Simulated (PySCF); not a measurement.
Simulation results for BClH3Si, AlBH2O2

Calculation on a computer-drawn molecule: optimised geometry and harmonic frequencies of an isolated molecule of the commonest isotopes, restricted reference for singlets and unrestricted otherwise, frozen core in MP2. Program: PySCF 2.14.0.

Common to all runs: charge 0; basis cc-pV(D+d)Z.

(1) BClH3Si

Start structure:
```xyz
6
BClH3Si
Si     0.4828     0.5840     0.3460
B     -1.3902     0.6693     0.2358
Cl    -2.1729     2.2141     0.2459
H      1.4596     1.7261     0.2888
H      1.2913    -0.6152     0.3447
H     -2.0822    -0.3011     0.3325
```

Here we set multiplicity 2 and method HF.

Drawn bonds:
| atom | other atom | order |
| --- | --- | --- |
| 1 | 2 | 1 |
| 2 | 3 | 1 |
| 1 | 4 | 1 |
| 1 | 5 | 1 |
| 2 | 6 | 1 |

(2) AlBH2O2

Start structure:
```xyz
6
AlBH2O2
O     -0.4140    -0.8769     1.4189
B     -0.4210    -1.2572     0.1148
O      0.6102    -1.9757    -0.3686
Al     2.0156    -2.8643    -0.7353
H     -1.1778    -0.3786     1.6621
H     -1.3438    -0.9525    -0.6006
```

It was run with multiplicity 1 and method MP2.

Drawn bonds:
| atom | other atom | order |
| --- | --- | --- |
| 1 | 2 | 1 |
| 2 | 3 | 1 |
| 3 | 4 | 1 |
| 1 | 5 | 1 |
| 2 | 6 | 1 |

Questions
1. Estimate the rotational constants of BClH3Si (entry 1).
2. What total energy does the calculation give for BClH3Si (entry 1)?
3. BClH3Si (entry 1): spin squared?
4. Give the missing rotational constants for AlBH2O2 (entry 2).
5. Estimate the total energy of AlBH2O2 (entry 2).

Calculated values
1. 33.53, 2.827, 2.616 GHz
2. -774.8600 hartree
3. 0.7668
4. 38.88, 2.76, 2.577 GHz
5. -418.1560 hartree

Further results for BClH3Si (entry 1):

* convergence status largest gradient component: 1.967e-05 hartree/bohr

Optimised structure:
```xyz
6
BClH3Si
Si     0.5839     0.5873     0.5552
B     -1.3865     0.6770     0.2984
Cl    -2.2146     2.2360     0.1906
H      1.4122     1.7625     0.2185
H      1.2668    -0.6866     0.2471
H     -2.0735    -0.2990     0.2840
```

Modes:
| frequency (cm⁻¹) | reduced mass (dalton) |
| --- | --- |
| 196.8 | 4.439 |
| 245.6 | 1.167 |
| 327.2 | 1.23 |
| 533.1 | 1.688 |
| 702.4 | 2.204 |
| 751.8 | 1.455 |
| 867.1 | 3.245 |
| 1001 | 1.061 |
| 1125 | 1.394 |
| 2328 | 1.031 |
| 2342 | 1.053 |
| 2758 | 1.093 |

Further results for AlBH2O2 (entry 2):

- convergence status largest gradient component: 9.681e-06 hartree/bohr

Optimised structure:
```xyz
6
AlBH2O2
O     -0.4132    -0.8680     1.4481
B     -0.4217    -1.2518     0.1297
O      0.6284    -1.9784    -0.3537
Al     2.0331    -2.8890    -0.7786
H     -1.2136    -0.3648     1.6442
H     -1.3438    -0.9533    -0.5984
```

Modes:
| frequency (cm⁻¹) | reduced mass (dalton) |
| --- | --- |
| 40.93 | 9.736 |
| 86.84 | 3.709 |
| 463.8 | 9.753 |
| 591.9 | 1.136 |
| 666.6 | 4.892 |
| 954 | 1.625 |
| 1021 | 1.228 |
| 1166 | 1.443 |
| 1228 | 4.732 |
| 1442 | 4.908 |
| 2629 | 1.093 |
| 3890 | 1.066 |
